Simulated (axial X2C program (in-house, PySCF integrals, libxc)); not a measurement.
CBr⁺ along the bond: PBE, 2c

All values were computed with an in-house relativistic program for diatomic molecules. Two-component (2c) means X2C with spin–orbit coupling and atomic mean-field two-electron Coulomb and Gaunt terms. Basis: Br dyall-cv3z [8s9p6d4f1g], C dyall-v3z [7s6p2d1f] (cores contracted in-house); Gaussian nuclei, density fitting, unrestricted open shells. Masses: Br 78.918 u, C 12.000 u.

State: Ω = 0 (closed shell). Dipoles are positive if C is the positive end and refer to the centre of mass.

Results along the bond:

| R (Å) | μ (D) | HOMO (eV) | LUMO (eV) |
| --- | --- | --- | --- |
| 1.474 | -1.145 | -15.27 | -11.78 |
| 1.542 | -0.736 | -15.54 | -11.97 |
| 1.592 | -0.421 | -15.74 | -12.12 |
| 1.643 | -0.104 | -15.92 | -12.26 |
| 1.694 | 0.214 | -16.09 | -12.40 |
| 1.753 | 0.582 | -16.25 | -12.56 |
| 1.813 | 0.944 | -16.37 | -12.72 |
| 1.889 | 1.398 | -16.47 | -12.90 |
| 1.982 | 1.930 | -16.24 | -13.10 |
| 2.118 | 2.653 | -15.79 | -13.34 |

The state is a single determinant with fixed occupations, the lowest that a limited PBE0 search found. The closed shell is kept restricted, so the energy runs too high when the bond is stretched far.
